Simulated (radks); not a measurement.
The oxygen anion O2-, [Ne], held by a Watson sphere: a shell of charge +2 at radius R that stands for the Madelung well of a crystal (potential energy -2/R inside, -2/r outside, in hartree with lengths in bohr). Method: scalar-relativistic Kohn-Sham, LDA (Slater exchange, Perdew-Wang correlation), spin-polarised, spherical densities, finite nucleus; Fermi nuclear charge, rms radius of each element as measured or else 0.836 A^(1/3) + 0.57 fm; computed with a radial shooting solver on a logarithmic mesh with Libxc functionals. Response by self-consistent Sternheimer equations with the Hartree and adiabatic LDA kernel, the relativistic mass of each level held fixed and spin-orbit coupling left out. The sphere does not respond.

| R (bohr) | e(1s) (eV) | e(2s) (eV) | e(2p) (eV) | <r> 2p (bohr) | sum of <r^2> (bohr^2) | X-ray form factor at sin(theta)/lambda = 0.3 1/angstrom | alpha (bohr^3) |
|---|---|---|---|---|---|---|---|
| 1.59 | -504.46 | -23.981 | -9.469 | 1.387 | 18.82 | 4.323 | 9.698 |
| 2.18 | -504.58 | -21.154 | -7.256 | 1.533 | 22.99 | 4.108 | 17.50 |
| 2.25 | -504.54 | -20.883 | -7.028 | 1.548 | 23.48 | 4.096 | 18.74 |
| 3.28 | -503.54 | -18.076 | -4.453 | 1.754 | 30.86 | 4.040 | 48.89 |
| 3.66 | -503.18 | -17.440 | -3.807 | 1.822 | 33.79 | 4.041 | 68.28 |
